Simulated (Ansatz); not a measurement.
`Cl[CH2][GeH]([Cl])[Cl]` + H₂ → `[CH3][GeH]([Cl])[Cl]` + HCl at 500 K and 1 bar (hydrogenolysis of a C–Cl bond).

Gas-phase electronic energies from Ansatz, PBE0-D4/def2-TZVP geometries. CCSD(T)/CBS is the MP2 limit (def2-TZVPP, def2-QZVPP) plus CCSD(T) − MP2 in def2-TZVPP, frozen cores. This one scheme is used for every species. For Ge outer-core shells are correlated without core-valence functions, which leaves a few kJ/mol of doubt a bond. Scalar relativity is left out up to krypton. One conformer a species, not always the lowest.

```
                 species  CCSD(T)/CBS energy (Eh)  H − E (kJ/mol)  S (J/(mol·K))
`Cl[CH2][GeH]([Cl])[Cl]`              -3495.38945           148.8          437.4
                      H₂                 -1.17544            41.0          145.5
  `[CH3][GeH]([Cl])[Cl]`              -3036.22487           166.1          401.1
                     HCl               -460.38127            32.5          201.9
```

H − E and S are ideal-gas, rigid-rotor, harmonic terms from PBE0-D4/def2-TZVP, for one conformer and one mirror image of each species. The MP2-based limit puts H₂ 0.8 mEh under its directly extrapolated value; such offsets cancel only in part. 1 Eh = 2625.50 kJ/mol, R = 8.31446 J/(mol·K).

Task: By hand: ΔE, ΔH, ΔS and ΔG.

Result: ΔE = (-3036.22487) + (-460.38127) − (-3495.38945) − (-1.17544) = -0.04125 Eh = -108.3 kJ/mol. Δ(H − E) = 166.1 + 32.5 − 148.8 − 41.0 = 8.8, so ΔH = -99.5 kJ/mol. ΔS = 401.1 + 201.9 − 437.4 − 145.5 = 20.1 J/(mol·K). ΔG = -99.5 − 500 × (20.1)/1000 = -109.5 kJ/mol.

Task: By hand: the equilibrium constant, and the temperature at which ΔG would vanish if ΔH and ΔS stayed fixed.

Result: log₁₀ K = −ΔG/(RT ln 10) = 11.4. ΔH and −TΔS have one sign here, so there is no such temperature.

ΔH outweighs TΔS. A doubt of 5 kJ/mol in ΔE shifts log₁₀ K by 0.5 here. Other conformers and mirror images would add mixing entropy, several J/(mol·K) or more a flexible species. Modes under 60 cm⁻¹, often nearly free rotors, make the harmonic entropy too high. These are equilibria of isolated gas molecules and say nothing of rates. Largest T1 diagnostic: 0.009 (customary marks: 0.02 for closed shells, 0.045 for open ones).
